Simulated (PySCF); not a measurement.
CH5NO2SW, multiplicity 1. Atoms are numbered in the order given.

```xyz
11

W     -0.1726     0.1814     0.0000
N     -0.2560    -1.5658     0.0000
C      0.2588    -2.8915     0.0000
H      1.3648    -2.8827     0.0000
H     -0.0868    -3.4443     0.8910
H     -0.0868    -3.4443    -0.8910
S      1.9268     0.6906     0.0000
O     -1.0081     0.8168    -1.5811
H     -1.4397     0.2704    -2.2502
O     -1.0081     0.8168     1.5811
H     -1.4397     0.2704     2.2502
```
Charge 0, spin multiplicity 1.

The structure is a stationary point at r2SCAN-D4/def2-SVP. The multiplicity is an assumed one; other spin states were not compared. The def2 effective core potentials stand for the cores of W; spin–orbit coupling is left out. One conformer was computed; it need not be the lowest.

These are TDA-LC-ωPBE/def2-SVPD run with PySCF values and carry that method's errors.

Vertical excitations. Gas-phase values at a fixed geometry. State labels are in the subgroup Cs.

Computed lowest excited states:
```
state  symmetry  energy (eV)  λ (nm)      f                                                                 main pairs
-----  --------  -----------  ------  -----  -------------------------------------------------------------------------
S1           A"         3.88     319  0.001                                                           HOMO→LUMO+1 92 %
S2           A'         4.22     294  0.007                                         HOMO→LUMO 65 %, HOMO−1→LUMO+1 29 %
S3           A"         4.39     282  0.006                                                           HOMO−1→LUMO 90 %
S4           A'         5.01     247  0.035     HOMO−1→LUMO+1 34 %, HOMO→LUMO+2 21 %, HOMO→LUMO 12 %, HOMO→LUMO+4 12 %
S5           A"         5.16     240  0.000    HOMO−2→LUMO+1 43 %, HOMO→LUMO+3 22 %, HOMO→LUMO+6 12 %, HOMO−3→LUMO 9 %
S6           A'         5.36     231  0.011   HOMO−2→LUMO 31 %, HOMO→LUMO+4 23 %, HOMO−3→LUMO+1 19 %, HOMO→LUMO+2 14 %
S7           A"         5.38     231  0.000                                                           HOMO−3→LUMO 77 %
S8           A"         5.58     222  0.000  HOMO−2→LUMO+1 40 %, HOMO→LUMO+3 32 %, HOMO→LUMO+6 13 %, HOMO−4→LUMO+1 7 %
S9           A"         5.72     217  0.014                 HOMO−1→LUMO+2 42 %, HOMO−1→LUMO+4 36 %, HOMO−1→LUMO+5 10 %
S10          A'         5.77     215  0.004    HOMO→LUMO+5 37 %, HOMO−2→LUMO 18 %, HOMO−3→LUMO+1 17 %, HOMO−4→LUMO 8 %
T1           A'         3.41     363      0                                         HOMO→LUMO 74 %, HOMO−1→LUMO+1 16 %
T2           A"         3.56     349      0                                                           HOMO→LUMO+1 88 %
T3           A'         3.68     337      0                                         HOMO−1→LUMO+1 71 %, HOMO→LUMO 16 %
T4           A"         4.06     306      0                                                           HOMO−1→LUMO 84 %
```
Triplets are in the Tamm–Dancoff approximation.
